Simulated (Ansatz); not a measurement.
Te9Pb8⁻. Charge -1, multiplicity 2. Geometry PBE-D4/def2-SVP.

```
atom   x (Å)   y (Å)   z (Å)
 Pb1  -2.545  -0.268   1.039
 Pb2   2.352   3.778  -2.562
 Pb3   1.604  -2.505  -1.327
 Pb4   1.301  -3.216   2.683
 Pb5  -0.245   0.920  -3.631
 Pb6  -0.364   4.686   0.441
 Pb7   1.098   1.108   0.109
 Pb8  -2.538  -4.088   1.986
 Te9   2.908  -1.230   1.090
Te10   2.649   0.753  -2.842
Te11  -0.735   3.680  -2.437
Te12  -1.232  -1.706   3.370
Te13  -1.152   2.371   2.136
Te14   0.049  -4.629   0.312
Te15   2.583   3.893   0.450
Te16  -1.100  -1.117  -1.549
Te17  -4.635  -2.430   0.732
```

In the def2 sets Pb, Te take a core potential; there is no spin–orbit coupling. Single mean-field runs in def2-SVP, def2-mTZVP are fitted with def2-universal-jkfit. Another isomer (doublet) lies 0.09 eV lower at PBE0-D4/def2-SVP; other spin states weren't run for this one.

(1) Estimate the α-spin orbital energies around the gap (eV) in Ansatz with PBE-D4/def2-SVP, r2SCAN-D4/def2-SVP, r2SCAN-D4/def2-mTZVP, PBE0-D4/def2-SVP, ωB97X-V/def2-SVP.

Results:

(1) 
```json
{"orbital": "HOMO−5", "PBE-D4/def2-SVP": "-2.52", "r2SCAN-D4/def2-SVP": "-2.78", "r2SCAN-D4/def2-mTZVP": "-2.83", "PBE0-D4/def2-SVP": "-3.35", "ωB97X-V/def2-SVP": "-5.19"}
{"orbital": "HOMO−4", "PBE-D4/def2-SVP": "-2.50", "r2SCAN-D4/def2-SVP": "-2.76", "r2SCAN-D4/def2-mTZVP": "-2.80", "PBE0-D4/def2-SVP": "-3.34", "ωB97X-V/def2-SVP": "-5.12"}
{"orbital": "HOMO−3", "PBE-D4/def2-SVP": "-2.36", "r2SCAN-D4/def2-SVP": "-2.61", "r2SCAN-D4/def2-mTZVP": "-2.65", "PBE0-D4/def2-SVP": "-3.20", "ωB97X-V/def2-SVP": "-4.96"}
{"orbital": "HOMO−2", "PBE-D4/def2-SVP": "-2.26", "r2SCAN-D4/def2-SVP": "-2.52", "r2SCAN-D4/def2-mTZVP": "-2.57", "PBE0-D4/def2-SVP": "-3.11", "ωB97X-V/def2-SVP": "-4.88"}
{"orbital": "HOMO−1", "PBE-D4/def2-SVP": "-2.18", "r2SCAN-D4/def2-SVP": "-2.44", "r2SCAN-D4/def2-mTZVP": "-2.50", "PBE0-D4/def2-SVP": "-3.03", "ωB97X-V/def2-SVP": "-4.78"}
{"orbital": "HOMO", "PBE-D4/def2-SVP": "-2.01", "r2SCAN-D4/def2-SVP": "-2.28", "r2SCAN-D4/def2-mTZVP": "-2.33", "PBE0-D4/def2-SVP": "-2.80", "ωB97X-V/def2-SVP": "-4.47"}
{"orbital": "LUMO", "PBE-D4/def2-SVP": "-0.39", "r2SCAN-D4/def2-SVP": "-0.36", "r2SCAN-D4/def2-mTZVP": "-0.41", "PBE0-D4/def2-SVP": "0.07", "ωB97X-V/def2-SVP": "1.60"}
{"orbital": "LUMO+1", "PBE-D4/def2-SVP": "-0.25", "r2SCAN-D4/def2-SVP": "-0.21", "r2SCAN-D4/def2-mTZVP": "-0.27", "PBE0-D4/def2-SVP": "0.22", "ωB97X-V/def2-SVP": "1.77"}
{"orbital": "LUMO+2", "PBE-D4/def2-SVP": "-0.06", "r2SCAN-D4/def2-SVP": "0.01", "r2SCAN-D4/def2-mTZVP": "-0.06", "PBE0-D4/def2-SVP": "0.46", "ωB97X-V/def2-SVP": "2.04"}
{"orbital": "LUMO+3", "PBE-D4/def2-SVP": "-0.01", "r2SCAN-D4/def2-SVP": "0.05", "r2SCAN-D4/def2-mTZVP": "-0.03", "PBE0-D4/def2-SVP": "0.49", "ωB97X-V/def2-SVP": "2.07"}
{"orbital": "LUMO+4", "PBE-D4/def2-SVP": "0.07", "r2SCAN-D4/def2-SVP": "0.12", "r2SCAN-D4/def2-mTZVP": "0.04", "PBE0-D4/def2-SVP": "0.58", "ωB97X-V/def2-SVP": "2.17"}
{"orbital": "LUMO+5", "PBE-D4/def2-SVP": "0.15", "r2SCAN-D4/def2-SVP": "0.21", "r2SCAN-D4/def2-mTZVP": "0.14", "PBE0-D4/def2-SVP": "0.67", "ωB97X-V/def2-SVP": "2.30"}
{"orbital": "β HOMO", "PBE-D4/def2-SVP": "-2.10", "r2SCAN-D4/def2-SVP": "-2.35", "r2SCAN-D4/def2-mTZVP": "-2.40", "PBE0-D4/def2-SVP": "-2.93", "ωB97X-V/def2-SVP": "-4.65"}
{"orbital": "β LUMO", "PBE-D4/def2-SVP": "-1.76", "r2SCAN-D4/def2-SVP": "-1.83", "r2SCAN-D4/def2-mTZVP": "-1.88", "PBE0-D4/def2-SVP": "-1.44", "ωB97X-V/def2-SVP": "-0.06"}
```
